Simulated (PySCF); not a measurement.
methyl chloride (CH3Cl), singlet, at a GFN2-xTB geometry. Base run: DF-PBE/6-31G** (PySCF).

The PySCF input:
```python
from pyscf import gto, scf, dft

mol = gto.M(
    atom='''
C    -0.00149191    0.04693566   -1.12182869
Cl    0.00086957   -0.02735682    0.65386656
H    -0.03217621    1.09066645   -1.41847283
H     0.90554001   -0.42739850   -1.48323349
H    -0.87919504   -0.47981606   -1.48305307
''',
    basis='6-31g**',
    verbose=4,
)

mf = dft.RKS(mol)
mf.xc = 'pbe'
mf = mf.density_fit(auxbasis='def2-universal-jkfit')
mf.kernel()
```

The base run was repeated with changes; each row names its change, and settings that it needs were set with it.

```tsv
change	basis functions	E (Eh)	HOMO (eV)	HOMO-LUMO gap (eV)	dipole (D)
base	47	-499.83967	-6.88	6.93	1.98
basis = 6-31G	28	-499.81246	-6.91	7.05	2.18
basis = pcseg-0	28	-499.20506	-6.85	7.07	2.18
basis = 6-31+G*	46	-499.83927	-7.05	6.43	2.06
basis = cc-pVDZ	47	-499.86078	-6.82	6.87	1.83
basis = 6-311G**	62	-499.88209	-7.10	6.79	2.00
basis = 6-311++G**	73	-499.88323	-7.08	6.33	1.99
basis = pc-2	106	-499.90386	-7.05	6.56	1.93
basis = def2-TZVPD	110	-499.89119	-7.07	6.38	1.86
basis = cc-pV(T+d)Z	111	-499.89675	-6.99	6.64	1.85
basis = aug-cc-pVTZ	165	-499.89719	-7.08	6.30	1.87
basis = cc-pVQZ	204	-499.90351	-7.04	6.56	1.86
basis = def2-QZVP	217	-499.90871	-7.05	6.48	1.87
```

Totals compare only among sets that treat the same electrons; sets with core potentials leave the core out.
